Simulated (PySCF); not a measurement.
**Ionisation energy of Pd(2+) by level of theory**

Pd(2+) [Kr] 4d8 (3F) → Pd(3+) [Kr] 4d7 (4F), as a difference of total energies. All numbers are calculated (PySCF 2.14, scalar relativity through the core potential, in aug-cc-pVTZ-PP with ECP28MDF). Correlated levels: valence: 4s2 4p6 frozen. The calculations carry no spin-orbit coupling.

| method | ionisation energy (eV) | difference from reference (eV) |
| --- | --- | --- |
| UHF | 31.053 | -1.877 |
| LDA | 33.331 | +0.401 |
| PBE | 33.041 | +0.111 |
| PBE0 | 32.864 | -0.066 |
| r2SCAN | 32.858 | -0.072 |
| r2SCANh | 32.822 | -0.108 |
| BLYP | 32.986 | +0.056 |
| MN15 | 33.459 | +0.529 |
| PBEsol | 33.014 | +0.084 |
| MP2 (valence) | 32.707 | -0.223 |
| SCS-MP2 (valence) | 32.729 | -0.201 |

Reference: 32.93 eV (semi-empirical (NIST evaluation); NIST Atomic Spectra Database, ionization energies).

The reference lies between the lowest fine-structure levels, while these numbers refer to the centres of the terms.

Errors of the correlated levels include the incompleteness of this basis and the frozen core.
